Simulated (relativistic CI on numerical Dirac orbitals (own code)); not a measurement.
## Sensitivity of the levels of Tb13+ to α and to the nuclear radius

Computed by Dirac-Coulomb-Breit CI, orbitals from a KLI potential per configuration, derivatives by finite differences, unscaled Slater integrals, QED left out (own radial code, finite nucleus).

Configuration list (outside the closed core [Kr] 4d10): 4f4 5s2, 4f6, 4f5 5s, 4f3 5s2 6s, 4f2 5s2 6s2. The list is cut by size and lacks configurations that can hold low levels.

With x = (α/α₀)² − 1 an excitation energy changes as ω = ω₀ + qx; K = 2q/ω₀ is the relative enhancement. Terms are leading LS components, so labels can repeat. The field-shift factor is F = δν/δ⟨r²⟩ for the transition from the lowest level.

Lowest level 4f4 5s2 5I_4.

```tsv
Level	ω₀ (cm⁻¹)	q (cm⁻¹)	F (GHz/fm²)
4f4 5s2 5I_5	3391.8	3634	0.15
4f4 5s2 5I_6	6981.3	7020	0.295
4f4 5s2 5I_7	10647.2	10010	0.43
4f4 5s2 5I_8	14317.7	12570	0.554
4f4 5s2 5F_1	24979.7	2722	0.278
4f4 5s2 5F_2	25783.2	2505	0.278
4f4 5s2 5F_3	27775.4	4937	0.363
4f4 5s2 5S_2	29371.8	6220	0.447
4f4 5s2 5F_4	29469.2	4231	0.388
4f4 5s2 3K_6	30715.9	4146	0.594
4f4 5s2 5F_5	32657.9	8741	0.556
4f4 5s2 3K_7	33237.5	4994	0.622
4f4 5s2 3H_4	34060.4	2243	0.432
4f4 5s2 5G_2	35597.0	503.4	0.209
4f4 5s2 5G_3	36080.6	1240	0.345
4f4 5s2 3K_8	36293.6	6201	0.682
4f5 5s 7H°_2	37195.3	151200	-162
4f5 5s 7H°_3	38497.7	152700	-162
4f4 5s2 3H_5	39331.2	6555	0.588
4f5 5s 7H°_4	40146.4	154400	-161
4f4 5s2 5G_4	40808.9	6718	0.493
4f5 5s 7H°_5	42068.9	156300	-161
4f4 5s2 3G_3	42161.5	6268	0.649
```

At this charge transitions that keep the count of f electrons are usually good to a few per cent. Terms inside the open d or f shell come out 10 to 20 % too wide with unscaled integrals. Levels and lines within the n = 5 or 6 shells can be off by up to 10 % or somewhat more, and those that change n by about 2 %, since core polarisation is missing. Levels that differ in their count of f electrons can be misplaced by several ten thousand cm⁻¹, since the correlation energy of f electrons is missing or only estimated; rates across such gaps can be off by orders of magnitude.

Q: Which transition from the lowest level has the largest |K|?

A: 4f5 5s 7H°_2 at 37195.3 cm⁻¹, K = 8.13.
